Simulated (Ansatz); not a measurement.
Compare A (`[CH3][InH][CH2][SiH3]`) with its isomer B (`[SiH3]C[CH2][InH2]`).

Computed with Ansatz on PBE0-D4/def2-TZVP structures; ΔE is electronic, products minus reactants. CCSD(T)/CBS is the MP2 limit (def2-TZVPP, def2-QZVPP) plus CCSD(T) − MP2 in def2-TZVPP, frozen cores. DFT in def2-TZVPP. Elements past krypton have def2 core potentials. For In outer-core shells are correlated without core-valence functions, which leaves a few kJ/mol of doubt a bond. Each species was taken in one conformer, which may not be the lowest.

A:

```xyz
13

C     1.495   -1.272    1.543
In    0.620   -1.138   -0.420
C    -1.237   -0.041   -0.647
Si   -0.969    1.795   -0.729
H     2.150   -0.411    1.699
H     0.724   -1.251    2.315
H     2.092   -2.178    1.654
H     1.344   -1.843   -1.825
H    -1.741   -0.385   -1.554
H    -1.873   -0.272    0.213
H    -0.071    2.144   -1.868
H    -0.306    2.277    0.517
H    -2.228    2.576   -0.899
```

B:

Z-matrix (Å, degrees):
```
Si
C 1 1.868
H 1 1.487 2 115.8
H 1 1.487 2 112.0 3 126.5
H 1 1.513 2 105.5 3 -118.6
C 2 1.533 1 108.5 3 168.5
H 2 1.096 1 107.6 3 48.6
H 2 1.097 1 110.8 3 -67.3
In 6 2.185 2 109.8 1 -53.6
H 6 1.093 2 110.9 1 67.0
H 6 1.094 2 111.2 1 -174.3
H 9 1.727 6 122.6 2 129.4
H 9 1.733 6 116.5 2 -54.5
```

Which isomer does CCSD(T)/CBS put lower? Give the gap. (Best estimate.)

Computed: A, by 51.2 kJ/mol.

Give E(B) − E(A) in kJ/mol with PBE-D4, ωB97M-V, B2PLYP, CCSD/def2-TZVPP, CCSD(T)/def2-TZVPP, MP2/def2-TZVPP, HF/def2-TZVPP. (Estimate.)

Computed: PBE-D4 45.9, ωB97M-V 47.0, B2PLYP 55.8, CCSD/def2-TZVPP 52.9, CCSD(T)/def2-TZVPP 52.4, MP2/def2-TZVPP 57.5, HF/def2-TZVPP 56.2. None reverses the order clearly.

Largest T1 diagnostic: 0.013.

The D4 term adds −6.7 kJ/mol with B3LYP and −3.3 kJ/mol with PBE0; it sums over pairs of atoms, weighted by their polarisabilities, and B3LYP, whose exchange is more repulsive, gets the larger term.

B3LYP here is the variant with VWN-RPA as its local correlation; programs differ in this.
